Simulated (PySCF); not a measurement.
# Ionisation energy of Ag⁴¹⁺ by level of theory

Ag⁴¹⁺ [He] 2s2 2p2 [2p1/2^2, M_J = 0] → Ag⁴²⁺ [He] 2s2 2p1 [2p1/2^1, M_J = 1/2], as a difference of total energies. All numbers are calculated (PySCF 2.14, the two-component X2C-1e Hamiltonian, in an even-tempered Gaussian basis (17 s from 20 bohr⁻², ratio 2.4; 12 p from 26 bohr⁻², ratio 2.4; 5 d from 88 bohr⁻², ratio 2.6; 4 f from 130 bohr⁻², ratio 2.6)). Correlated levels: nothing frozen; the 32 highest virtual spinors dropped. "Screened" scales the spin-orbit matrix elements by Boettger's factors to mimic the two-electron term; Breit and QED terms are absent.

```tsv
method	ionisation energy (eV)
GHF (spin-free)	6456.7
GMP2 (spin-free)	6456.3
GHF (screened spin-orbit)	6566.6
GMP2 (screened spin-orbit)	6568.9
```

Problem. How much does correlation contribute at GMP2 (screened spin-orbit)?

Solution. 6568.9 − (6566.6) = 2.3 eV, measured against GHF (screened spin-orbit).

For this ion Breit and QED terms and the two-electron picture change, all absent here, outweigh the correlation shift from GHF to GMP2.

The spin-free rows relax to the high-spin LS determinant and lack the spin-orbit shift.

The labels give the starting determinants; with spin-orbit coupling the two ends relaxed to ⟨J²⟩ = 0.00, ⟨L²⟩ = 1.33, ⟨S²⟩ = 1.33 and ⟨J²⟩ = 0.75, ⟨L²⟩ = 2.00, ⟨S²⟩ = 0.75.

For comparison: 6551 ± 7 eV (semi-empirical (NIST evaluation); NIST Atomic Spectra Database, ionization energies).
